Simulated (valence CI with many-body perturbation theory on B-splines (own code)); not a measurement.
Zr VIII: electric-dipole lines

Computed by configuration interaction combined with many-body perturbation theory (CI+MBPT): five valence electrons over a frozen Dirac-Fock core [Ar] 3d10, radial functions for each j: 11 s, 11 p, 10 d, 8 f, 5 g, 2 h, with the one-electron correlation potential Σ1 (screened to all orders), the two-electron term Σ2, the three-electron term Σ3, Breit, model QED; selected single and double excitations, second order for the rest, scaled by the run's own slope (own B-spline code, finite nucleus).

No measured spectrum was set against this ion. As an estimate, levels hold to about 250 cm⁻¹ or 0.2 % of their energy and the worst to 1 %, as in measured heavy ions of charge 2 to 7; those with d or f electrons hold less well. Among the levels kept, up to 3100 cm⁻¹ of a level comes from second order outside the variational space, and about a tenth of that is noise between levels of different J, which matters for small intervals.

Lines 1 to 50 of 591 in falling wavelength, among levels below 638260 cm⁻¹, chosen from the strongest by gf and those to the six lowest levels. Wavelengths and rates use the calculated energies, so an error of 600 cm⁻¹ moves a line at 1701 Å by 1 % and its rate by three times that or more. Electric multipoles are in the length gauge, E1 and E2 with the static RPA response of the core. Weak lines are less certain than strong ones. Lines between different terms over intervals too small for the method are left out, as are lines whose strength nearly cancels. Where a level lies close to another of its J and parity, the split of strength between their lines is uncertain. The highest levels of a list are the least certain.

Names give the largest LS component (configuration and term), which can be under half, so a name can repeat, a term be missing and a line seem to break the LS rules; names also repeat where a configuration has a term twice. Letters in brackets count levels of one name in rising energy.

```csv
λ vac (Å),Upper,Lower,A (s⁻¹),log gf,Branch %
1701,4s²4p²5p ²S°_1/2,4s²4p²5s ²P_1/2,1.66e+08,-0.84,1.7
1584,4s4p³4d ²F°_5/2 [b],4s²4p²5s ²P_3/2,6.30e+07,-0.85,0.8
1555,4s²4p²5p ²S°_1/2,4s²4p²5s ⁴P_3/2,2.69e+08,-0.71,2.7
1546,4s²4p²5p ²D°_5/2 [a],4s²4p²5s ²P_3/2,1.16e+08,-0.60,1.0
1540,4s²4p²5p ⁴D°_3/2 [b],4s²4p²5s ⁴P_3/2,9.35e+07,-0.88,0.8
1522,4s²4p²5p ⁴D°_5/2,4s²4p²5s ⁴P_5/2,1.11e+08,-0.64,1.0
1520,4s²4p²5p ⁴D°_1/2,4s²4p²5s ⁴P_1/2,6.31e+08,-0.36,6.6
1511,4s²4p²5p ²D°_3/2 [a],4s²4p²5s ²P_1/2,1.70e+08,-0.63,0.7
1456,4s4p³4d ²F°_5/2 [b],4s²4p²5s ⁴P_5/2,9.23e+07,-0.75,1.2
1436,4s²4p²5p ²F°_5/2,4s²4p²5s ²D_3/2,4.70e+08,-0.06,1.6
1429,4s²4p²5p ²D°_3/2 [c],4s²4p²5s ²D_3/2,3.06e+08,-0.43,3.1
1424,4s4p³4d ⁴D°_7/2 [d],4s²4p²5s ⁴P_5/2,2.01e+08,-0.31,4.0
1423,4s²4p²5p ²D°_5/2 [a],4s²4p²5s ⁴P_5/2,3.66e+08,-0.18,3.3
1419,4s²4p²5p ²D°_5/2 [b],4s²4p²5s ²D_3/2,1.33e+08,-0.62,0.3
1400,4s²4p²5p ²F°_5/2,4s²4p²5s ²D_5/2,7.46e+07,-0.88,0.2
1394,4s²4p²5p ²D°_3/2 [a],4s²4p²5s ⁴P_3/2,3.79e+08,-0.35,1.7
1394,4s²4p²5p ⁴P°_1/2,4s²4p²5s ²P_1/2,2.36e+08,-0.86,1.8
1394,4s²4p²5p ²D°_3/2 [c],4s²4p²5s ²D_5/2,5.34e+08,-0.21,5.4
1389,4s²4p²5p ²D°_3/2 [b],4s²4p²5s ²P_1/2,3.30e+08,-0.42,2.1
1384,4s²4p²5p ²D°_5/2 [b],4s²4p²5s ²D_5/2,2.24e+08,-0.41,0.5
1383,4s²4p²5p ²D°_5/2 [c],4s²4p²5s ²D_3/2,2.78e+08,-0.32,2.1
1369,4s²4p²5p ⁴D°_5/2,4s²4p²5s ⁴P_3/2,7.68e+08,0.11,7.0
1360,4s²4p²5p ⁴D°_3/2 [a],4s²4p²5s ⁴P_1/2,4.70e+08,-0.28,5.0
1353,4s²4p²5p ⁴D°_7/2,4s²4p²5s ⁴P_5/2,7.00e+08,0.19,6.1
1351,4s²4p²5p ²D°_5/2 [c],4s²4p²5s ²D_5/2,6.03e+08,0.00,4.5
1346,4s²4p²5p ²F°_7/2,4s²4p²5s ²D_5/2,8.51e+08,0.27,4.7
1346,4s²4p²5p ²P°_1/2 [c],4s²4p²5s ²S_1/2,8.12e+08,-0.36,3.1
1339,4s4p³4d ⁴D°_3/2 [d],4s²4p²5s ⁴P_5/2,3.11e+08,-0.48,1.3
1333,4s²4p²5p ⁴D°_3/2 [b],4s²4p²5s ⁴P_1/2,3.54e+08,-0.42,3.1
1330,4s²4p²5p ²P°_3/2 [a],4s²4p²5s ²P_3/2,7.71e+08,-0.09,6.0
1320,4s²4p²5p ⁴P°_3/2,4s²4p²5s ⁴P_5/2,6.93e+08,-0.14,4.0
1315,4s4p³4d ²F°_5/2 [b],4s²4p²5s ⁴P_3/2,8.76e+07,-0.87,1.1
1314,4s4p³4d ²F°_7/2 [c],4s²4p²5s ²D_5/2,1.99e+08,-0.39,0.3
1304,4s²4p²5p ⁴P°_5/2,4s²4p²5s ²P_3/2,7.02e+08,0.03,5.6
1294,4s²4p²5p ⁴P°_1/2,4s²4p²5s ⁴P_3/2,7.67e+08,-0.41,6.0
1289,4s²4p²5p ²D°_3/2 [b],4s²4p²5s ⁴P_3/2,4.40e+08,-0.36,2.8
1289,4s²4p²5p ²P°_3/2 [d],4s²4p²5s ²S_1/2,7.58e+08,-0.12,2.2
1289,4s²4p²5p ²D°_5/2 [a],4s²4p²5s ⁴P_3/2,1.11e+08,-0.78,1.0
1285,4s²4p²5p ²P°_3/2 [e],4s²4p²5s ²S_1/2,4.06e+08,-0.40,0.8
1275,4s4p³4d ⁴D°_7/2 [e],4s²4p²5s ⁴P_5/2,1.73e+08,-0.47,1.0
1272,4s4p³4d ²F°_7/2 [d],4s²4p²5s ²D_5/2,7.14e+07,-0.86,0.2
1272,4s²4p²5p ²P°_1/2 [a],4s²4p²5s ²P_3/2,4.20e+08,-0.69,2.8
1258,4s²4p²5p ²P°_1/2 [b],4s²4p²5s ²D_3/2,7.89e+08,-0.43,7.0
1223,4s²4p²5p ²D°_3/2 [a],4s²4p²5s ⁴P_1/2,1.68e+08,-0.82,0.7
1216,4s²4p²5p ⁴P°_5/2,4s²4p²5s ⁴P_5/2,4.92e+08,-0.18,4.0
1212,4s²4p²5p ²P°_3/2 [a],4s²4p²5s ²P_1/2,3.56e+08,-0.50,2.8
1210,4s4p³4d ⁴D°_5/2 [d],4s²4p²5s ⁴P_3/2,1.32e+08,-0.76,0.6
1164,4s²4p²5p ²P°_1/2 [a],4s²4p²5s ²P_1/2,4.41e+08,-0.75,2.9
1149,4s²4p²5p ²P°_3/2 [b],4s²4p²5s ²D_3/2,6.00e+08,-0.32,1.6
1134,4s²4p²5p ²P°_3/2 [c],4s²4p²5s ²D_3/2,4.11e+08,-0.50,0.8
```

(1) How does gf follow from A for the line at 1423 Å?

Results:

(1) gf = 1.4992 × (2J+1)_upper × A / σ², with σ = 70252 cm⁻¹ and 2J+1 = 6: gf = 0.667.
